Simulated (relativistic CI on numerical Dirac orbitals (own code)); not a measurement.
# Cu4+: K-alpha X-ray emission

Computed with this model: Dirac-Coulomb-Breit CI, orbitals from a KLI potential per configuration, QED by a radiative potential, multiplet model of X-ray emission after core ionisation, unscaled Slater integrals; configurations [Ar] 3d7 → 1s 2s2 2p6 3s2 3p6 3d7 → [He] 2s2 2p5 3s2 3p6 3d7; 300 K; Lorentzian 1.26 eV and Gaussian 0.6 eV FWHM. Energies are those of the free ion, without screening or charge transfer. S is read from ⟨S²⟩ = S(S + 1).

Field parameters in Wybourne normalisation: D4h B²₀ = −7Ds, B⁴₀ = 21(Dq − Dt), B⁴₄ = 21√(5/14) Dq; Oh B⁴₀ = 21Dq, B⁴₄ = √(5/14) B⁴₀; Td as Oh with Dq negative (B⁴₀ = 21Dq, B⁴₄ = √(5/14) B⁴₀). The field is a parameter set, without covalency.

free ion: ground-state S = 1.50, centroid 8038.77 eV. Peaks (eV, height): 8020.6 (17), 8024.6 (70), 8038.4 (19), 8041.0 (39), 8046.2 (92), 8049.2 (100).

D4h, 10Dq = 24850, Ds = 2940, Dt = -90 cm⁻¹: ground-state S = 1.47, centroid 8038.70 eV. Peaks (eV, height): 8024.2 (62), 8040.4 (21), 8046.4 (89), 8048.4 (100).

Oh, 10Dq = 13650 cm⁻¹: ground-state S = 1.50, centroid 8038.84 eV. Peaks (eV, height): 8024.4 (58), 8037.2 (8), 8039.8 (23), 8041.6 (22), 8046.2 (63), 8048.8 (100).

Oh, 10Dq = 23950 cm⁻¹: ground-state S = 1.50, centroid 8038.85 eV. Peaks (eV, height): 8024.4 (55), 8039.0 (16), 8041.4 (22), 8046.8 (63), 8048.8 (100).

Td, 10Dq = -4100 cm⁻¹: ground-state S = 1.50, centroid 8038.54 eV. Peaks (eV, height): 8020.6 (16), 8024.4 (71), 8038.0 (15), 8040.6 (34), 8046.0 (100), 8049.0 (100).

Td, 10Dq = -13450 cm⁻¹: ground-state S = 1.50, centroid 8038.54 eV. Peaks (eV, height): 8021.4 (19), 8024.4 (65), 8025.8 (52), 8039.6 (23), 8041.8 (23), 8045.8 (89), 8048.4 (100).

Strongest unbroadened transitions for Td, 10Dq = -4100 cm⁻¹:

```
Energy (eV)  Relative strength
    8022.83               18.5
    8024.35               34.0
    8024.43               21.5
    8025.08               17.7
    8025.48               22.4
    8026.13               37.2
    8026.24               15.8
    8040.79               18.5
    8045.89               26.7
    8045.98               24.8
    8045.99               17.2
    8046.08               21.0
    8046.29               17.4
    8046.39               41.0
    8047.69               16.8
    8048.94               96.7
    8048.97              100.0
    8049.00               35.0
```
